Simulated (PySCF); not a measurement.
## Electric properties by functional and basis

FGaH5N.
SMILES with atom numbers: `[NH3+:1][GaH2-:2][F:3]` (hydrogens: H4, H5, H6 on N1; H7, H8 on Ga2)

PySCF, dipoles from the SCF density, polarisabilities from static response with core orbitals frozen. Geometry: PBE0-D3(BJ)/def2-SVP; no solvent, vibrations or thermal averaging. Relativistic effects, spin–orbit coupling among them, are left out although an element past zinc is present.

Task: Compare the levels for these properties.

Result: 

| level | μ (D) | α (au) | anisotropy (au) |
| --- | --- | --- | --- |
| LDA/def2-SVPD | 5.546 | 46.26 | 4.98 |
| PBE/def2-SVPD | 5.479 | 45.44 | 4.59 |
| B3LYP/def2-SVPD | 5.541 | 43.34 | 4.43 |
| PBE0/def2-SVPD | 5.559 | 42.76 | 4.31 |
| BHandHLYP/def2-SVPD | 5.612 | 40.81 | 4.17 |
| CAM-B3LYP/def2-SVPD | 5.589 | 42.59 | 4.20 |
| wB97X-D/def2-SVPD | 5.587 | 42.53 | 4.18 |
| LC-wPBE/def2-SVPD | 5.622 | 41.59 | 3.73 |
| HF/def2-SVPD | 5.683 | 38.11 | 3.79 |
| PBE0/6-31G* | 5.633 | 33.11 | 3.52 |
| PBE0/def2-SVP | 5.669 | 33.85 | 4.36 |
| PBE0/aug-cc-pVDZ | 5.494 | 43.31 | 4.34 |
| PBE0/def2-TZVP | 5.539 | 39.14 | 4.09 |
| PBE0/def2-TZVPD | 5.480 | 43.53 | 4.35 |
| PBE0/aug-cc-pVTZ | 5.477 | 43.76 | 4.45 |

The anisotropy is √(½[(α1 − α2)² + (α2 − α3)² + (α3 − α1)²]). The dipole runs from 5.48 D (PBE0/aug-cc-pVTZ) to 5.68 D (HF/def2-SVPD). No reference polarisability is at hand; against PBE0 in the largest diffuse basis at hand (aug-cc-pVTZ) the other PBE0 rows deviate by 6-31G* -24%, def2-SVP -23%, def2-SVPD -2%, aug-cc-pVDZ -1%, def2-TZVP -11%, def2-TZVPD -1%. In one basis (def2-SVPD) the functionals order the polarisability from HF (lowest) to LDA (highest), a spread of 21%. With PBE0 the polarisability is 35.36 au without diffuse functions (mean of 6-31G*, def2-SVP and def2-TZVP) and 43.34 au with them (mean of def2-SVPD, aug-cc-pVDZ, def2-TZVPD and aug-cc-pVTZ).

Without π bonds the low states are Rydberg-like; a valence basis with one diffuse set may place them up to an eV too high.
